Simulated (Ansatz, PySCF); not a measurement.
Reaction (SMILES): N (NH3) -> [NH2-] + H+
Structures are relaxed separately at B3LYP-D3(BJ)/def2-TZVP in Ansatz (an electronic-structure program).
Geometry of the first species:
```
N
H 1 1.0136
H 1 1.0136 2 107.33
H 1 1.0136 2 107.33 3 -115.09
```
Charge 0, spin multiplicity 1.

Property: gas-phase deprotonation energy (enthalpy at 298 K, with B3LYP-D3(BJ) rigid-rotor harmonic-oscillator terms from PySCF), in kJ/mol. Correlated levels leave the core frozen unless marked. No spin-orbit coupling. Non-relativistic. Anions need diffuse functions: aug- sets have them; def2-D sets add few; the other sets have none. CBS marks a two-point X^-3 extrapolation of the correlation energy; Hartree-Fock from the larger set.

CCSD(T)/CBS(aug-cc-pVTZ,aug-cc-pVQZ) (Ansatz) gives 1687.9 kJ/mol.

Problem. Another calculation gave 1711.1 kJ/mol. Which level was it?
(A) BLYP/def2-TZVPD (Ansatz)
(B) B2GP-PLYP/def2-TZVPD (Ansatz)
(C) M06-L/def2-TZVPD (PySCF)
(D) HF/def2-TZVPD (PySCF)

Solution. C, M06-L/def2-TZVPD (PySCF). The others give 1682.6 (BLYP), 1698.7 (B2GP-PLYP), 1738.4 (HF) kJ/mol.
